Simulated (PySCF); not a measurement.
ClITe. Atoms are numbered in the order given.

```xyz
3

Te     0.6712    -0.9589     0.0000
Cl    -1.4084    -2.1434     0.0000
I     -0.2068     1.6283     0.0000
```

The structure is a stationary point at B3LYP-D3(BJ)/def2-SVP. The def2 effective core potentials stand for the cores of I, Te; spin–orbit coupling is left out.

Method: TDA-LC-ωPBE/def2-SVPD (PySCF 2.14.0).

Vertical excitations. The molecule is in vacuum. State labels are in the subgroup Cs.

### Question
List the lowest excited states. (The exact figures need the calculation; the answer reports its results.)

### Answer

```
state  symmetry  energy (eV)  λ (nm)      f                                                                 main pairs
-----  --------  -----------  ------  -----  -------------------------------------------------------------------------
S1           A"         2.19     567  0.000                                                             HOMO→LUMO 97 %
S2           A"         2.40     517  0.000                                                           HOMO→LUMO+1 92 %
S3           A'         3.82     325  0.002                                                           HOMO−1→LUMO 92 %
S4           A"         4.19     296  0.000                                                           HOMO−2→LUMO 93 %
S5           A'         4.98     249  0.018                                       HOMO−3→LUMO+1 68 %, HOMO−3→LUMO 22 %
S6           A'         5.14     241  0.006                                       HOMO−1→LUMO+1 71 %, HOMO−3→LUMO 20 %
S7           A"         5.28     235  0.001                                                         HOMO−2→LUMO+1 77 %
S8           A"         5.89     210  0.000                   HOMO−4→LUMO+1 53 %, HOMO−4→LUMO 29 %, HOMO−2→LUMO+1 13 %
S9           A'         6.16     201  0.366  HOMO−3→LUMO 39 %, HOMO−3→LUMO+1 23 %, HOMO−1→LUMO+1 13 %, HOMO−6→LUMO 8 %
S10          A"         6.55     189  0.028                                         HOMO→LUMO+3 63 %, HOMO→LUMO+6 23 %
T1           A"         1.44     859      0                                                             HOMO→LUMO 90 %
T2           A"         1.64     756      0                                                           HOMO→LUMO+1 85 %
T3           A'         3.19     389      0                                                           HOMO−1→LUMO 92 %
T4           A"         3.58     346      0                                                           HOMO−2→LUMO 89 %
```
Triplets are in the Tamm–Dancoff approximation.
